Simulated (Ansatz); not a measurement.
Reaction (formal exchange of groups at the In–C bond): `C#[C][InH2]` + `FCCCl` → `F[CH2][InH2]` + `C#CCCl`

Gas-phase electronic energies from Ansatz, PBE0-D4/def2-TZVP geometries. CCSD(T)/CBS adds triple-zeta CCSD(T) − MP2 to the extrapolated MP2 energy (def2 sets, frozen cores). This one scheme is used for every species. DFT in def2-TZVPP. B3LYP here is the variant with VWN-RPA as its local correlation; programs differ in this. def2 core potentials past Kr. For In outer-core shells are correlated without core-valence functions, which leaves a few kJ/mol of doubt a bond. Each species was taken in one conformer, which may not be the lowest.

```
         level  ΔE (kcal/mol)
      B3LYP-D4           16.1
           PBE           14.5
 MP2/CBS(def2)           19.4
CCSD/CBS(def2)           19.6
```

Question: What does CCSD(T)/CBS give? (Best estimate.)

Answer: Ansatz gave: +19.5 kcal/mol. The listed levels differ from it by -3.4, -5.0, -0.1, 0.1 kcal/mol.

Largest T1 diagnostic among the species: 0.015.

From PBE to PBE0 (25 % exact exchange), in def2-TZVPP and without D4, ΔE moves by +2.2 kcal/mol. In def2-TZVPP, CCSD(T) changes the Hartree–Fock value by −2.4 kcal/mol (the triples alone add −0.1 kcal/mol) and MP2 by −2.5 kcal/mol.
